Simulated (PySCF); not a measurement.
# Correlation energy of Se (selenium, neutral)

[Ar] 3d10 4s1 4p5, high-spin 3P determinant (an excited configuration). Calculation: PySCF 2.14, in ANO-RCC-VTZP (6s5p3d1f, 43 functions); the spin-free X2C one-electron Hamiltonian (Gaussian nucleus). Frozen: [Ne]; 24 electrons correlated.

MP2 pair energies summed by pair of shells (mhartree):

```tsv
pair	energy	share (%)
4p-4p	-115.43	55.3
3d-3d	-29.76	14.3
3d-4p	-17.40	8.3
4s-4p	-15.36	7.4
3p-3d	-14.26	6.8
3s-3d	-5.73	2.7
3d-4s	-3.68	1.8
3p-3p	-2.53	1.2
3s-3p	-1.76	0.8
3p-4p	-1.58	0.8
3p-4s	-0.54	0.3
3s-3s	-0.30	0.1
3s-4p	-0.25	0.1
3s-4s	-0.06	0.0
```

Total MP2 correlation energy: -208.64 mhartree.

Same-spin part -55.29 and opposite-spin part -153.35 mhartree; SCS-MP2 scales them by 1/3 and 6/5 to -202.45 mhartree.
